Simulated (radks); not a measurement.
The nitrogen anion N-, [He] 2s2 2p4, held by a Watson sphere: a shell of charge +1 at radius R that stands for the Madelung well of a crystal (potential energy -1/R inside, -1/r outside, in hartree with lengths in bohr). Method: scalar-relativistic Kohn-Sham, PBEsol, spin-polarised, spherical densities, finite nucleus; open shells are filled with parallel spins first; Fermi nuclear charge, rms radius of each element as measured or else 0.836 A^(1/3) + 0.57 fm; computed with a radial shooting solver on a logarithmic mesh with Libxc functionals. Response by self-consistent Sternheimer equations with the Hartree and adiabatic LDA kernel, the relativistic mass of each level held fixed and spin-orbit coupling left out. The sphere does not respond.

R (bohr)  e(2s down) (eV)  e(2p up) (eV)  e(2p down) (eV)  <r> 2p (bohr)  sum of <r^2> (bohr^2)  X-ray form factor at sin(theta)/lambda = 0.1 1/angstrom  alpha (bohr^3)
2.09              -16.266         -7.551           -5.224          1.719                  18.41                                                    6.841           14.39
3.32              -13.984         -5.496           -3.303          1.971                  21.95                                                    6.695           28.71
3.4               -13.872         -5.391           -3.201          1.988                  22.15                                                    6.688           30.01
3.75              -13.422         -4.968           -2.789          2.061                  23.00                                                    6.662           36.54
3.93              -13.215         -4.774           -2.596          2.100                  23.44                                                    6.650           40.55
